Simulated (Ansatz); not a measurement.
Abridged output of a molecular run in Ansatz:

```
Functional definition: HF
911 factors; integrals over basis functions are off by at most 1.2e-3 eV
mean field evaluation 1: about -11940.6765 eV, gradient 3.6e1 eV
mean field evaluation 2: about -11940.6791 eV, gradient 3.6e1 eV
mean field evaluation 4: about -11943.8762 eV, gradient 3.6e0 eV
mean field evaluation 8: about -11943.9195 eV, gradient 3.7e-4 eV
mean field -11943.91946576 eV, -438.9309444872 hartree, gradient 1.0e-6 eV, S^2 0.000000; 0 other end points of the search recorded, 0 dependent functions left out
8 core orbitals not correlated: weight in the atoms' cores, before any rotation towards them, 1.000 or more for the frozen orbitals, at most 0.000 for the correlated occupied ones
reference -11943.91946576 eV, -438.9309444872 hartree; 12, 12 occupied and 70, 70 virtual orbitals, 911 factors
second order -15.65813655 eV of doubles, -0.00000000 eV of singles
cycle   1  -16.26488642 eV  change   -6.1e-1 eV  update   9.2e-2
cycle   2  -16.71827144 eV  change   -4.5e-1 eV  update   2.7e-2
cycle   3  -16.81255486 eV  change   -9.4e-2 eV  update   1.4e-2
cycle   4  -16.80638118 eV  change    6.2e-3 eV  update   3.7e-3
cycle   5  -16.80647035 eV  change   -8.9e-5 eV  update   1.7e-3
cycle   6  -16.80634648 eV  change    1.2e-4 eV  update   5.4e-4
cycle   7  -16.80604369 eV  change    3.0e-4 eV  update   2.1e-4
cycle   8  -16.80601253 eV  change    3.1e-5 eV  update   7.7e-5
cycle   9  -16.80602965 eV  change   -1.7e-5 eV  update   2.9e-5
perturbative correction -0.52303272 eV, -0.0192210980 hartree
Total energy: -11961.24852813 eV, -439.5677757834 hartree
```

Its atoms:

Cartesian coordinates in Å:
```
N 1.2941 -0.7914 0.7357
C 0.2571 -0.4955 -0.1938
N 0.0873 0.9153 -0.6747
Si -1.3287 0.3683 0.1369
H 1.2621 -0.1746 1.5367
H 2.2062 -0.6797 0.3050
H 0.2206 -1.2428 -0.9884
H 0.1986 1.0927 -1.6626
H -1.6519 1.0424 1.4146
H -2.5454 -0.0346 -0.6095
```

Which basis set was used?
A. def2-SVP
B. cc-pV(Q+d)Z
C. def2-SVPD
D. cc-pV(T+d)Z

A. It gives 90 functions.

Write the keys of the input that set method, charge and spin (a neutral closed shell needs none for the last two).


```yaml
correlation: {method: ccsd_t}
```
